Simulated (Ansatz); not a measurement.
Program: Ansatz 0.2.0.

A structure relaxed at PBE0-D4/def2-TZVP, charge 0, multiplicity 1:

```xyz
10

B     0.3860   -1.3906    0.9900
N    -0.4321   -0.3206    0.6077
Si    0.0382    1.0486   -0.3582
O    -0.6775    1.0591   -1.8364
H     1.5290   -1.4010    0.6312
H    -0.0632   -2.2752    1.6611
H    -1.3930   -0.3466    0.9226
H    -0.4415    2.2950    0.2784
H     1.5149    0.9819   -0.4534
H    -0.4608    0.3495   -2.4430
```

Question: Give its formula and SMILES.

Answer: BH6NOSi, `BN[SiH2]O`.

Question: Summarise the bond lengths by kind.

Answer: 1 × B–N 1.400 Å; 2 × B–H 1.198 Å; 1 × N–Si 1.740 Å; 1 × H–N 1.012 Å; 1 × O–Si 1.642 Å; 2 × H–Si 1.479 to 1.481 Å; 1 × H–O 0.958 Å.
